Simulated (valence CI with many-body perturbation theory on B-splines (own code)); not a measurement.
## Sensitivity of CI+MBPT for Re XLV

Computed by valence CI with perturbative core correlation (CI+MBPT): three valence electrons over a frozen Dirac-Fock core [Ar] 3d10, a basis of 6 s, 6 p, 5 d, 3 f, 1 g functions for each j, with the one-electron correlation potential Σ1 (screened to all orders), the two-electron term Σ2, the three-electron term Σ3, Breit, model QED; selected single and double excitations, second order for the rest, scaled by the run's own slope (own B-spline code, finite nucleus).

No measured spectrum was set against this ion. As an estimate, large intervals hold to a few tenths of a per cent, small ones and those within an open d or f shell to about a per cent.

The reference run has the lowest level (4s^2 4p1/2) J=1/2 and an ionisation energy of 2303.27 eV. Its largest variational space holds 2843 state functions.

Levels are named by their leading jj configuration (3d3/2^4 stands for four electrons in 3d with j = 3/2), which in mixed levels can hold well under half, so a name can repeat and another be missing. Letters in brackets count levels of one name in rising energy.

| Level | Reference (cm⁻¹) | Shift (cm⁻¹) |
| --- | --- | --- |
| (4s 4p1/2^2) J=1/2 | 801193 | -52 |
| (4s^2 4p3/2) J=3/2 | 850847 | +585 |
| (4s 4p1/2 4p3/2) J=3/2 [a] | 1543140 | -48 |
| (4s 4p1/2 4p3/2) J=5/2 | 1612380 | +391 |
| (4s 4p1/2 4p3/2) J=3/2 [b] | 1710170 | +586 |
| (4s 4p1/2 4p3/2) J=1/2 | 1730300 | +240 |
| (4s^2 4d3/2) J=3/2 | 2176680 | +712 |
| (4s^2 4d5/2) J=5/2 | 2316850 | +242 |
| (4s 4p3/2^2) J=5/2 | 2474530 | +609 |
| (4p1/2^2 4p3/2) J=3/2 | 2513160 | +778 |
| (4s 4p3/2^2) J=1/2 | 2580820 | +392 |
| (4s 4p3/2^2) J=3/2 | 2610470 | +808 |

The ionisation energy moves by -0.09 eV.

(1) Which of these changes was made?
A. size limit of the variational space 10000 → 100; second order for the rest on → off
B. Davidson tolerance 2e-05 → 0.0003; scale of Σ2 1 → 0
C. Breit term on → off
D. scale of Σ1 1 → 0; scale of Σ2 1 → 0; three-electron term on → off; shift of the energy in Σ1 (hartree) 0 → -36.817

Results:

(1) A. size limit of the variational space 10000 → 100; second order for the rest on → off.
